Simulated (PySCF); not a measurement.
ClH2Si, SMILES Cl[SiH2] (connectivity only; charge and spin as stated), charge +1, multiplicity 1. Atoms are numbered in the order given.

```xyz
4

Si     0.0000     0.0000    -0.9647
Cl     0.0000     0.0000     0.9896
H      0.0000    -1.2911    -1.6590
H      0.0000     1.2911    -1.6590
```
Charge +1, spin multiplicity 1.

Geometry: B3LYP-D3(BJ)/def2-TZVP. The multiplicity is an assumed one; other spin states were not compared. The isomer is the one that the SMILES or the coordinates give; other isomers of the formula were not compared.

The numbers are results of PBE/pcSseg-2 (PySCF), not measurements.

GIAO shieldings, no solvent; atoms alike by connectivity are averaged. δ = σ(ref) − σ: ²⁹Si against TMS (σ = 324.1 ppm); ³⁵Cl against HCl (σ = 936.5 ppm); ¹H against TMS (σ = 31.47 ppm), references at their B3LYP-D3(BJ)/def2-TZVP geometries, non-relativistic (without spin–orbit terms, shifts of atoms bonded to Cl or Br come out too high).

Task: Estimate the chemical shifts. (Estimate from the structure and the level; the computed values follow.)

Result: 
```csv
nucleus,atoms,count,δ (ppm)
²⁹Si,Si1,1,240.7
³⁵Cl,Cl2,1,461.8
¹H,"H3, H4",2,8.04
```
